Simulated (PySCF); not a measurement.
A table of computed properties in which two entries of one column were swapped by mistake.

| no. | species (SMILES) | level of the electronic properties | dipole moment | static isotropic polarisability | HOMO energy | HOMO–LUMO gap |
| --- | --- | --- | --- | --- | --- | --- |
| 1 | C=C(C[SiH3])CCl | CAM-B3LYP/def2-SVPD | 1.57 D | 92.0 au | -8.71 eV | 9.22 eV |
| 2 | F[Se](F)(F)(F)(F)F | B3LYP/def2-SVPD | 0.00 D | 132.1 au | -12.59 eV | 8.03 eV |
| 3 | CC(C)(C)[SiH2]C#C[SiH3] | B3LYP/def2-SVPD | 0.90 D | 35.8 au | -7.51 eV | 6.73 eV |
| 4 | FC(F)(F)[SiH]([SiH3])[SiH3] | CAM-B3LYP/def2-SVPD | 2.38 D | 103.9 au | -9.67 eV | 10.05 eV |

Geometries: PBE0-D3(BJ)/def2-SVP. All species are isolated and taken at one optimised geometry, non-relativistic unless stated. Electronic properties by PySCF.

The conformers computed, where there is a choice (atom-mapped SMILES and torsion angles):
- `[CH2:1]=[C:2]([CH2:3][SiH3:4])[CH2:5][Cl:6]`: C1–C2–C3–Si4 -96°, C1–C2–C5–Cl6 -121°
- `[CH3:1][C:2]([CH3:3])([CH3:4])[SiH2:5][C:6]#[C:7][SiH3:8]`: C1–C2–Si5–C6 60°
- `[F:1][C:2]([F:3])([F:4])[SiH:5]([SiH3:6])[SiH3:7]`: F1–C2–Si5–Si6 179°

Question: Which two entries changed places?

Answer: The static isotropic polarisability of rows 2 and 3. The true values are 35.8 au for `F[Se](F)(F)(F)(F)F` (7 atoms, 88 electrons) and 132.1 au for `CC(C)(C)[SiH2]C#C[SiH3]` (22 atoms, 78 electrons), the smallest and the largest in that column.

Question: Restore the column in rising order.

Answer: row 2: 35.8 au, row 1: 92.0 au, row 4: 103.9 au, row 3: 132.1 au.

Question: Give the restored column as polarisability volumes in Å³.

Answer: row 1: 13.63 Å³, row 2: 5.30 Å³, row 3: 19.57 Å³, row 4: 15.39 Å³.
